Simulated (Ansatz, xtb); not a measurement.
# Ranking isomers of CH7ClSn2

3 gas-phase structures of CH7ClSn2, found in a search over its isomers (lower ones may exist). Each was relaxed with GFN2-xTB; where two conformers were screened, the lower at r2SCAN-D4/def2-SVP is listed:

A. `[Cl][SnH2][CH2][SnH3]`, a singlet
B. `[CH3][SnH2][SnH2][Cl]`, a singlet
C. `[CH3][Sn@H]([Cl])[SnH3]`, a singlet

Task: Make a reasoned guess at their ranking by r2SCAN-D4/def2-SVP single-point energy.

Result: Calculated order at r2SCAN-D4/def2-SVP: C (0.0), B (4.3), A (96.4) kJ/mol.

Energies above the lowest of each column, in kJ/mol; the last columns are at PBE0-D3(BJ)/def2-SVP geometries and were run for some of them only (a dash: not run or not comparable):

```json
{"structure": "C", "GFN2-xTB": "0.0", "HF/STO-3G": "0.0", "r2SCAN-D4/def2-SVP": "0.0", "PBE0-D3(BJ)/def2-SVP": "0.0", "CCSD(T)/def2-SVP + ΔMP2/def2-TZVPP": "0.0"}
{"structure": "B", "GFN2-xTB": "2.8", "HF/STO-3G": "5.4", "r2SCAN-D4/def2-SVP": "4.3", "PBE0-D3(BJ)/def2-SVP": "5.1", "CCSD(T)/def2-SVP + ΔMP2/def2-TZVPP": "6.6"}
{"structure": "A", "GFN2-xTB": "128.0", "HF/STO-3G": "85.4", "r2SCAN-D4/def2-SVP": "96.4", "PBE0-D3(BJ)/def2-SVP": "–", "CCSD(T)/def2-SVP + ΔMP2/def2-TZVPP": "–"}
```

Every level run on C puts it lowest or level with the lowest. Some further structures that were screened fall inside this span and aren't listed. Flexible structures stand in one conformer each, not always the lowest. Frequencies (PBE0-D3(BJ)/def2-SVP) were run for B, C alone. Atoms past krypton carry core potentials in the def2 sets, without spin–orbit terms. ΔMP2 is the change of the MP2 energy from the smaller to the larger basis.

Programs: Ansatz 0.2.0, xtb 6.7.1.
